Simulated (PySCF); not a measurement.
Mayer bond orders and bond lengths

Species: [OsO3N]- (charge -1 and singlet state).
Cartesian coordinates in Å at the PBE0-D3(BJ)/def2-SVP level; atoms count from 1:
```
atom  x, y, z in Å
Os1    0.004    0.007    0.003
O2    -0.013   -0.064    1.742
O3     1.637   -0.008   -0.596
O4    -0.849    1.414   -0.564
N5    -0.778   -1.350   -0.586
```

Bond orders from the PBE0/pcSseg-1 (def2-TZVP on Os) density (PySCF). Geometry: PBE0-D3(BJ)/def2-SVP; no solvent, vibrations or thermal averaging. Atoms past krypton carry effective core potentials; spin–orbit coupling is left out. The pcSseg-1 basis has no diffuse functions, a weakness for an anion.

Q: Give the Mayer order of every bond, beside its length.

A: 
```csv
bond,length (Å),Mayer order
Os1–O2,1.740,1.611
Os1–O3,1.740,1.612
Os1–O4,1.740,1.611
Os1–N5,1.673,2.363
```

Q: Sum the orders of all bonds at each heavy atom with more than one neighbour.

A: Os1 7.197. Orders between atoms that aren't bonded are not in these sums.

Mayer orders depend on the basis set.
